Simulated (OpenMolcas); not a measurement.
A calculation on Ar+.

```json
{"Program": "OpenMolcas", "Method": "RASSCF", "Basis": "ANO-RCC-VQZP [6s5p3d2f1g]", "Scalar Hamiltonian": "DKH2, point nucleus", "Active space": "5 electrons in 9 orbitals (RAS2 3p; RAS3 3d 4s, at most 1 electron)", "State averaging": "2S+1 = 2 odd, 3 roots; 2S+1 = 4 even, 18 roots; 2S+1 = 2 even, 49 roots", "Spin-orbit coupling": "RASSI with atomic mean-field integrals over the reference wave functions, term energies averaged over their components"}
```

(1) Which level of the active space comes out lowest?

(2) How high does 3s² 3p⁴ 3d ²P_1/2(1) lie?

(3) How high does 3s² 3p⁴ 3d ⁴F_3/2 lie?

(4) How high does 3s² 3p⁴ 3d ⁴D_5/2 lie?

Measured values: NIST Handbook of Basic Atomic Spectroscopic Data.

Answers

(1) 3s² 3p⁵ ²P°_3/2, with 100 % of that term; it is also the measured ground level.

(2) 18.6253 eV above the lowest level.

(3) 18.1589 eV above the lowest level; measured 17.7758 eV above the ground level, so the calculation is off by +2 %.

(4) 16.4051 eV above the lowest level; measured 16.4256 eV above the ground level, so the calculation is off by 0 %.

Without dynamic correlation excited terms often stand tens of per cent too high (terms of higher spin than the ground term too low), and those without a measured partner can miss by more than the paired ones. ANO sets are built for valence states and can reach diffuse excited orbitals poorly, and with the s shell closed the s pⁿ⁺¹ terms that mix with these levels are absent. Computed and measured levels are paired by configuration, term and J; levels that our copy of the source lacks, or whose pairing is in doubt (as where it misses far off the trend of its configuration), stay unpaired and out of the deviations. Only configurations of the active space appear.

A number in round brackets counts repeated terms of one configuration in the order of the reference energies. ° marks odd parity.
